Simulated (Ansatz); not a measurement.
C₃H₈AlF: the same geometry under several functionals.

```yaml
crystal:
  periodic: [false, false, false]
  atoms:
    - {symbol: C, position_ang: [-0.998624, -1.376162, -0.424642]}
    - {symbol: C, position_ang: [-0.830119, 0.020179, 0.054626]}
    - {symbol: F, position_ang: [1.146405, 1.699628, 1.920449]}
    - {symbol: C, position_ang: [-0.326024, 1.030428, -0.669872]}
    - {symbol: Al, position_ang: [1.582717, 0.559078, 0.781304]}
    - {symbol: H, position_ang: [-0.539283, -2.083274, 0.269198]}
    - {symbol: H, position_ang: [-0.567971, -1.519946, -1.416365]}
    - {symbol: H, position_ang: [-2.065498, -1.616819, -0.471264]}
    - {symbol: H, position_ang: [-1.185209, 0.236554, 1.061357]}
    - {symbol: H, position_ang: [-0.312132, 2.045387, -0.285124]}
    - {symbol: H, position_ang: [0.014600, 0.878836, -1.688839]}
    - {symbol: H, position_ang: [2.537877, 1.040097, -0.390940]}
    - {symbol: H, position_ang: [1.563661, -0.948887, 1.275014]}
basis:
  gaussian: {orbitals: def2-TZVPP}
hamiltonian: {xc: {name: BHLYP}, dispersion: d4}
output: {orbitals: {seedname: orbitals}}
```

```sh
$ ansatz run in.yaml --threads 4 --pin off --events-out ev --progress --plain
```

It prints (some lines left out):

```
Functional definition: BHLYP
1615 factors; their error is unknown
mean field evaluation 1: about -12550.3482 eV, gradient 5.5e1 eV
mean field evaluation 2: about -12551.0992 eV, gradient 5.6e1 eV
mean field evaluation 4: about -12556.3832 eV, gradient 2.1e0 eV
mean field evaluation 8: about -12556.3918 eV, gradient 6.9e-2 eV
mean field evaluation 16: about -12556.4406 eV, gradient 7.0e-5 eV
mean field -12556.44063466 eV, -461.4406822627 hartree, gradient 7.0e-5 eV, S^2 0.000000; 0 other end points of the search recorded, 0 dependent functions left out
reference -12556.44083533 eV, -461.4406896371 hartree; 24, 24 occupied and 254, 254 virtual orbitals, 1615 factors
Total energy: -12556.74034008 eV, -461.4516962337 hartree
```

It took 7.5 s on 4 threads of a server CPU on a shared host, with 0.72 GiB of host memory at the peak.

Changing it to `hamiltonian: {xc: {name: PBE-QIDH}}` (abridged; 12 s):

```
Functional definition: PBE-QIDH
mean field evaluation 16: about -12537.7515 eV, gradient 1.3e-4 eV
mean field -12537.75146587 eV, -460.7538679774 hartree, gradient 9.2e-6 eV, S^2 0.000000
9 core orbitals not correlated: weight in the atoms' cores, before any rotation towards them, 1.000 or more for the frozen orbitals, at most 0.000 for the correlated occupied ones
second order -26.07733661 eV of doubles, -0.00000000 eV of singles
Total energy: -12546.44392573 eV, -461.0733099855 hartree
```

The same input with `hamiltonian: {xc: pbe0, dispersion: d4}` (abridged; 7 s):

```
Functional definition: PBE0
mean field evaluation 16: about -12549.5247 eV, gradient 2.8e-5 eV
mean field -12549.52472565 eV, -461.1865272942 hartree, gradient 2.8e-5 eV, S^2 0.000000
Total energy: -12549.73818539 eV, -461.1943717950 hartree
```

Changing it to `hamiltonian: {xc: {name: B97M-V}}` (abridged; 15 s):

```
Functional definition: B97M-V
mean field evaluation 16: about -12557.1482 eV, gradient 4.5e-4 eV
mean field -12557.14818861 eV, -461.4666843907 hartree, gradient 2.6e-5 eV, S^2 0.000000
Total energy: -12557.14825975 eV, -461.4666870048 hartree
```

The same input with `hamiltonian: {xc: {name: wB97X-V}}` (abridged; 14 s):

```
Functional definition: wB97X-V
mean field evaluation 16: about -12556.5003 eV, gradient 1.0e-4 eV
mean field -12556.50027135 eV, -461.4428738705 hartree, gradient 2.5e-5 eV, S^2 0.000000
Total energy: -12556.50026899 eV, -461.4428737837 hartree
```

With the line `hamiltonian: {xc: {name: LC-wPBE}}` (abridged; 6.5 s):

```
Functional definition: LC-wPBE
mean field evaluation 16: about -12553.6437 eV, gradient 1.4e-4 eV
mean field -12553.64371900 eV, -461.3378975077 hartree, gradient 3.3e-5 eV, S^2 0.000000
Total energy: -12553.64371900 eV, -461.3378975080 hartree
```
